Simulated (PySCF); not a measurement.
Species: [AlCl3(PMe3)], C3H9AlCl3P.
Structure used (PBE0-D3(BJ)/def2-SVP), in Å, numbered top down from 1:
```
atom  x, y, z in Å
C1    -1.1712    1.3313    0.4674
P2    -0.0688   -0.0519    0.0504
C3    -1.0250   -1.1957   -0.9885
C4     0.2979   -0.9225    1.6028
Al5    1.8857    0.7655   -1.0596
Cl6    0.9913    1.6536   -2.7759
Cl7    2.6231    2.1273    0.4004
Cl8    3.0050   -1.0112   -1.3786
H9    -0.6168    2.0287    1.1123
H10   -1.4245    1.8582   -0.4642
H11   -2.0880    0.9944    0.9727
H12   -1.9418   -1.5401   -0.4882
H13   -0.3870   -2.0568   -1.2360
H14   -1.2779   -0.6782   -1.9253
H15    0.8479   -0.2357    2.2625
H16   -0.6165   -1.2719    2.1041
H17    0.9521   -1.7775    1.3776
```

The closed-shell ground state was solved at several levels (PySCF, density fitting, gas phase, non-relativistic).

```tsv
level	basis functions	HOMO (eV)	LUMO (eV)	gap (eV)	dipole (D)
B97-2/pcSseg-1	216	-8.00	0.19	8.19	7.72
PBE0/pcSseg-1	216	-8.22	0.19	8.41	7.71
```

Problem. Estimate the row for CAM-B3LYP/def2-SVPD, a basis of 261 functions; the other rows only guide the guess.

Solution. HOMO -9.44 eV, LUMO 0.45 eV, gap 9.89 eV, dipole 7.49 D.

Problem. Over all these levels, which gives the widest orbital gap and which the narrowest?

Solution. CAM-B3LYP/def2-SVPD (range-separated hybrid) has the widest, 9.89 eV, and B97-2/pcSseg-1 (global hybrid, 21 % exact exchange) the narrowest, 8.19 eV. Functional and basis both differ between the two, so the spread mixes both effects.

Problem. How far do the dipole and the HOMO energy spread over the levels?

Solution. The dipole runs from 7.49 to 7.72 D (mean 7.64 D) and the HOMO from -9.44 to -8.00 eV.
